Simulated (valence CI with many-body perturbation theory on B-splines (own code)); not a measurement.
## Ru¹²⁺: calculated level list

Method: valence CI with perturbative core correlation (CI+MBPT): four valence electrons over a frozen Dirac-Fock core [Ar] 3d10, a basis of 11 s, 11 p, 10 d, 8 f, 5 g, 2 h functions for each j, with the one-electron correlation potential Σ1 (screened to all orders), the two-electron term Σ2, the three-electron term Σ3, Breit, model QED; selected single and double excitations, second order for the rest, scaled by the run's own slope (own B-spline code, finite nucleus).

No measured levels were compared; by estimate levels hold to about 250 cm⁻¹ or 0.2 % of their energy and the worst to 1 %, as in measured heavy ions of charge 2 to 7; those with d or f electrons hold less well. Among the levels kept, up to 620 cm⁻¹ of a level comes from second order outside the variational space, and about a tenth of that is noise between levels of different J, which matters for small intervals.

Levels 91 to 135 of 169, with energies above the lowest level, 4s²4p² ³P_0. "Leading %" is the weight of the configuration and term that name the level; weights of strongly mixed levels are sums over their largest components and can fall short.

```tsv
No.	Configuration	Term	J	E (eV)	Leading %	g	Second component
91	4s²4p4f	¹G	4	112.96	29	1.078	26 % 4s²4p4f ³G
92	4s²4p4f	³G	3	113.36	46	0.927	29 % 4s²4p4f ³F
93	4s²4p4f	³F	2	113.94	46	0.757	23 % 4s²4d² ³F
94	4s²4p4f	³G	3	114.79	36	0.972	19 % 4s²4p4f ³F
95	4s²4p4f	³F	4	115.86	27	1.129	22 % 4s²4p4f ¹G
96	4s²4p4f	³G	4	117.02	61	1.096	14 % 4s²4d² ³F
97	4s²4p5s	³P°	2	117.19	97	1.500	
98	4s²4p5s	¹P°	1	117.80	72	1.129	25 % 4s²4p5s ³P°
99	4s²4p4f	³G	5	117.95	93	1.200	4 % 4s4p²4d ³G
100	4s²4p4f	³D	3	118.04	41	1.162	19 % 4s²4d² ³F
101	4s²4d²	¹D	2	118.92	22	0.981	21 % 4s²4p4f ¹D
102	4s²4p4f	³D	2	120.26	45	1.071	22 % 4s²4d² ¹D
103	4s²4p4f	¹F	3	120.57	40	1.091	24 % 4s²4p4f ³D
104	4s²4p4f	³D	1	121.24	83	0.507	13 % 4s4p²4d ³D
105	4s²4d²	³P	0	121.59	85		9 % 4s4p²4d ³P
106	4s²4d²	³P	1	121.84	86	1.493	9 % 4s4p²4d ³P
107	4s²4d²	³P	2	122.24	82	1.478	9 % 4s4p²4d ³P
108	4s²4d²	³F	2	122.55	36	0.778	28 % 4s²4p4f ³F
109	4s²4d²	³F	3	122.98	43	1.100	33 % 4s²4p4f ³F
110	4s²4d²	³F	4	123.10	51	1.244	31 % 4s²4p4f ³F
111	4p³4d	³F°	2	123.78	41	0.970	16 % 4p³4d ⁵D°
112	4p³4d	⁵D°	3	124.20	39	1.286	23 % 4p³4d ³F°
113	4p³4d	⁵D°	0	124.49	59		19 % 4p³4d ¹S°
114	4p³4d	⁵D°	1	124.90	81	1.439	9 % 4p³4d ³P°
115	4p³4d	⁵D°	4	125.04	63	1.388	18 % 4p³4d ³F°
116	4s²4p5p	³D	1	125.36	64	0.696	30 % 4s²4p5p ¹P
117	4p³4d	⁵D°	2	125.46	61	1.385	20 % 4p³4d ³D°
118	4p³4d	¹S°	0	126.21	58		28 % 4p³4d ⁵D°
119	4p³4d	³F°	2	126.41	38	0.980	37 % 4p³4d ³D°
120	4p³4d	³D°	1	126.57	80	0.564	
121	4p³4d	³G°	3	126.60	26	1.138	24 % 4p³4d ³D°
122	4p³4d	³F°	3	126.79	39	1.131	14 % 4p³4d ⁵D°
123	4s²4p4f	¹D	2	126.97	45	0.989	32 % 4s²4d² ¹D
124	4s²4p5p	³P	0	127.15	83		13 % 4s²4p5p ¹S
125	4p³4d	³G°	3	127.24	22	1.132	19 % 4p³4d ³D°
126	4s²4d²	¹S	0	127.50	83		9 % 4s4p²4d ¹S
127	4p³4d	³G°	4	127.63	35	1.203	32 % 4p³4d ³F°
128	4s²4p5p	³P	1	127.79	43	1.336	18 % 4s²4p5p ¹P
129	4s²4p5p	³D	2	128.00	69	1.184	13 % 4s²4p5p ¹D
130	4p³4d	³F°	4	128.09	48	1.183	28 % 4p³4d ³G°
131	4p³4d	³G°	5	128.79	80	1.199	12 % 4s4p4d² ³G°
132	4s²4d²	¹G	4	128.81	50	1.003	42 % 4s²4p4f ¹G
133	4p³4d	¹G°	4	128.87	71	1.045	9 % 4s4p²4f ¹G°
134	4s²4p5p	³P	1	130.65	49	1.204	29 % 4s²4p5p ¹P
135	4s²4p5p	³P	2	131.24	50	1.303	25 % 4s²4p5p ³D
```

Names give the largest LS component (configuration and term), which can be under half, so a name can repeat, a term be missing and a line seem to break the LS rules; names also repeat where a configuration has a term twice.

Where two levels of one J and parity lie close, their mixing, g and order are uncertain.
